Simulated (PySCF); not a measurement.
# Ionisation energy of Sn⁴⁸⁺ by level of theory

Sn⁴⁸⁺ 1s2 (1S) → Sn⁴⁹⁺ 1s1 (2S), as a difference of total energies. Calculation: PySCF 2.14, in an even-tempered Gaussian basis (15 s from 98 bohr⁻², ratio 2.2; 7 p from 150 bohr⁻², ratio 2.4; 4 d from 440 bohr⁻², ratio 2.4; 3 f from 670 bohr⁻², ratio 2.4; 3 g from 1000 bohr⁻², ratio 2.4); the non-relativistic Hamiltonian (point nucleus). Correlated levels: nothing frozen; virtual orbitals above 40 to 60 times the deepest correlated orbital energy dropped. The calculations carry no spin-orbit coupling.

| method | ionisation energy (eV) |
| --- | --- |
| UHF | 33166.9 |
| MP2 (all electrons) | 33168.1 |
| SCS-MP2 (all electrons) | 33168.4 |
| CCSD (all electrons) | 33168.1 |

The gap to the reference is mostly relativistic.

With two correlated electrons CCSD is exact in that space.

For comparison: 34257.1 eV (theoretical estimate listed by NIST; NIST Atomic Spectra Database, ionization energies).
